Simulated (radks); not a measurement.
Values are calculated unless marked as measured or tabulated.
How relativity changes the ionisation of neutral bromine ([Ar] 3d10 4s2 4p5) to Br+ ([Ar] 3d10 4s2 4p4). Spin-unpolarised spherical Kohn-Sham, PBE, point nucleus unless stated (finite: rms radius 4.1629 fm), a radial shooting solver on a logarithmic mesh with Libxc functionals. A level marked "c x" has the speed of light scaled by that factor and shares open shells by 2j + 1; other Dirac levels either fill j = l - 1/2 first or share by 2j + 1.

non-rel.: E(Br) (hartree) -2573.77645; E(Br+) (hartree) -2573.31409; IE (eV) 12.581; HOMO 4p; <r> HOMO (bohr) 2.111
scalar-rel.: E(Br) (hartree) -2606.41276; E(Br+) (hartree) -2605.95140; IE (eV) 12.554; HOMO 4p; <r> HOMO (bohr) 2.105
scalar-rel., finite nucleus: E(Br) (hartree) -2606.39225; E(Br+) (hartree) -2605.93089; IE (eV) 12.554; HOMO 4p; <r> HOMO (bohr) 2.105
Dirac, 2j+1 shares: E(Br) (hartree) -2606.59107; E(Br+) (hartree) -2606.12951; IE (eV) 12.560; HOMO 4p3/2; <r> HOMO (bohr) 2.122
Dirac, low j first: E(Br) (hartree) -2606.59714; E(Br+) (hartree) -2606.14345; IE (eV) 12.345; HOMO 4p3/2; <r> HOMO (bohr) 2.124
Dirac, 2j+1 shares, finite nucleus: E(Br) (hartree) -2606.57054; E(Br+) (hartree) -2606.10898; IE (eV) 12.560; HOMO 4p3/2; <r> HOMO (bohr) 2.122
Dirac, c x 0.75: E(Br) (hartree) -2633.66225; E(Br+) (hartree) -2633.20112; IE (eV) 12.548; HOMO 4p3/2; <r> HOMO (bohr) 2.132
Dirac, c x 2: E(Br) (hartree) -2581.78346; E(Br+) (hartree) -2581.32132; IE (eV) 12.575; HOMO 4p3/2; <r> HOMO (bohr) 2.114
Dirac, c x 10: E(Br) (hartree) -2574.09432; E(Br+) (hartree) -2573.63196; IE (eV) 12.581; HOMO 4p3/2; <r> HOMO (bohr) 2.111

NIST Atomic Spectra Database: 11.814 eV (measured). The relativistic part of the total energy of Br is -32.79 hartree (Dirac, 2j+1 shares, finite nucleus), 1.3 % of the non-relativistic value. Spin polarisation and multiplet splitting of open shells are left out at every level.

Beside tabulated values, note that spin-unpolarised runs miss the spin-polarisation part of the exchange energy of open shells.
